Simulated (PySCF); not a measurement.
**H3In, SMILES `[InH3]` (charge 0, multiplicity 1)**

Method: PySCF 2.14.0 with CAM-B3LYP-D3(BJ)/def2-TZVP.

```
Quantity                                      Result
-------------  -------------------------------------
HOMO                                        -9.55 eV
dipole moment                              0.000 e·Å
LUMO                                        -1.12 eV
HOMO–LUMO gap                                8.43 eV
total energy                            -191.8700 Ha
cost           about 4 core-seconds (a rough figure)
```

Bonded distances (Å): In1–H2 1.719, In1–H3 1.719, In1–H4 1.719. Bond angles (°): H2–In1–H3 120.0, H2–In1–H4 120.0, H3–In1–H4 120.0.
